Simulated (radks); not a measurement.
Q: Co13+, configuration [Ne] 3s2 3p(1/2: 2, 3/2: 0). Method: Dirac Kohn-Sham, PBE, spin-unpolarised, spherical densities, finite nucleus; Fermi nuclear charge, rms radius 3.7875 fm; computed with a radial shooting solver on a logarithmic mesh with Libxc functionals. Some entries of the table are withheld. Estimate them.

| orbital | occ. | eigenvalue (eV) | <r> (bohr) |
|---|---|---|---|
| 1s1/2 | 2 | (1) | 0.05618 |
| 2s1/2 | 2 | -1291.544 | 0.2531 |
| 2p1/2 | 2 | (2) | 0.2205 |
| 2p3/2 | 4 | (3) | 0.2235 |
| 3s1/2 | 2 | -428.2644 | 0.6661 |
| 3p1/2 | 2 | -391.6304 | 0.6587 |
| 3p3/2 | 0 | -388.6964 | 0.6638 |

A: 
(1) 1s1/2 eigenvalue (eV): -7996.031
(2) 2p1/2 eigenvalue (eV): -1175.050
(3) 2p3/2 eigenvalue (eV): -1159.972
